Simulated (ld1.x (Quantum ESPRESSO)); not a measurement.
**What one change does to a pseudopotential (Bi (Z = 83), ultrasoft)**

* Element: bismuth
* Generator: ld1.x (Quantum ESPRESSO) 7.5
* Type: ultrasoft
* Functional: PBE
* Relativity: scalar-relativistic
* Frozen core: [Xe] 4f14
* Valence charge: 15
* Reference configuration: 5d10 6s2 6p3
* Partial waves: 6s (bound): rcut 1.60, rcutus 2.10 bohr; 6s channel at 2.75 Ry: rcut 1.60, rcutus 2.10 bohr; 6p (bound): rcut 1.50, rcutus 2.10 bohr; 6p channel at 0.2 Ry: rcut 1.50, rcutus 2.10 bohr; 5d (bound): rcut 1.10, rcutus 1.35 bohr; 5d channel at -1.1 Ry: rcut 1.10, rcutus 1.35 bohr
* Local potential: all-electron potential smoothed inside 1.60 bohr (lloc = -1)
* Core correction: a·sin(br)/r model core inside 1.40 bohr
* Augmentation charge: PSQ, radius 0.80 bohr

All-electron outer shells of the reference configuration (PBE, scalar-relativistic, ld1.x):

| shell | level (eV) | outermost node (bohr) | outermost maximum (bohr) |
| --- | --- | --- | --- |
| 4f | -152.59 | – | 0.34 |
| 5p | -95.86 | 0.48 | 0.86 |
| 5d | -27.08 | 0.51 | 1.03 |
| 6s | -14.48 | 0.98 | 1.88 |
| 6p | -4.57 | 1.14 | 2.44 |

Change: core [Xe] 4f14 5d10, valence charge 5; reference 6s2 6p3; waves now 6s (bound): rcut 1.60, rcutus 2.05 bohr; 6s channel at 2.75 Ry: rcut 1.60, rcutus 2.05 bohr; 6p (bound): rcut 2.10, rcutus 2.25 bohr; 6p channel at 0.2 Ry: rcut 2.10, rcutus 2.25 bohr; local potential all-electron potential smoothed inside 1.80 bohr (lloc = -1); core correction Bessel-smoothed model core, default radius (core density twice the valence density); augmentation PSQ, radius 1.80 bohr.

Cutoffs: the cutoffs (Ry, on a coarse ladder) from which the occupation-weighted sum of valence levels, in a spherical-Bessel basis at the reference potential, stays within 10 and 1 mRy of its value at 400 Ry; they do not see the model core or the augmentation charge, which bear on the density cutoff. Errors are all-electron minus pseudo energies relative to the spin-unpolarised reference configuration.

Q: What does the change do?

A: The potential gets softer (70 Ry and 110 Ry → 8 Ry and 15 Ry); the bound ghosts move from p, s to d, s; the number of tests with a reliable result goes from 7 to 1 (the test run of the changed file stopped, so its transferability is not established). The shells moved into the core no longer need plane waves of their own. Several settings change at once here, so the effects cannot be laid on one of them.

| quantity | base | changed |
| --- | --- | --- |
| cutoff, loose | 70 Ry | 8 Ry |
| cutoff, tight | 110 Ry | 15 Ry |
| bound ghosts | s, p | s, d |
| tests with a reliable result | 7 of 7 | 1 of 7 (the test run stopped) |
| lowest overlap eigenvalue by channel | s 0.40, p 0.56, d 0.91 | s 0.47, p 0.48 |

 A true bound ghost makes a file unfit for plane-wave use even where its test errors are small: the radial tests pick states by their node count and pass the ghost by.
